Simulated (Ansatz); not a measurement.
C$_{3}$H$_{6}$BCl$_{2}$N, SMILES `CC#[N+][B-](C)(Cl)Cl`. The species carries charge 0 and has multiplicity 1.

Cartesian coordinates in Å:
```
C 2.4793 -1.1330 -0.4285
C 1.2084 -0.5884 -0.0275
N 0.2056 -0.1618 0.3050
B -1.1830 0.4227 0.7981
C -1.9455 1.0445 -0.4470
Cl -2.0306 -1.0445 1.5345
Cl -0.6973 1.6688 2.0729
H 2.5215 -2.1901 -0.1604
H 3.2810 -0.5977 0.0833
H 2.6031 -1.0269 -1.5074
H -1.3840 1.8653 -0.9020
H -2.1562 0.2939 -1.2139
H -2.9023 1.4472 -0.1071
```

What are the harmonic wavenumbers in cm⁻¹ at PBE0-D4/def2-TZVP (Ansatz, finite differences of forces, unscaled)? (An estimate is asked.)

The calculation gave: 32, 69, 78, 211, 218, 241, 260, 303, 314, 440, 478, 509, 601, 685, 932, 961, 1003, 1028, 1046, 1048, 1329, 1397, 1451, 1451, 1460, 1462, 2475, 3043, 3070, 3119, 3132, 3155, 3157.

Is this a minimum?

Yes, all 33 modes are real.

Give the ideal-gas thermochemistry at 298.15 K and 1 bar (rigid rotor, harmonic oscillator; point group Cs, symmetry number 1).

Zero-point energy 240.2 kJ/mol; H(298) − E = 267.4 kJ/mol; entropy 409.1 J/(mol·K), of which translation 170.3, rotation 123.1, vibration 115.7; G(298) − E = 145.4 kJ/mol. Modes under 100 cm⁻¹ are hindered rotations or soft bends, so the harmonic entropy is rough.

Rotational constants (cm⁻¹)?

0.06661, 0.03711, 0.03111.
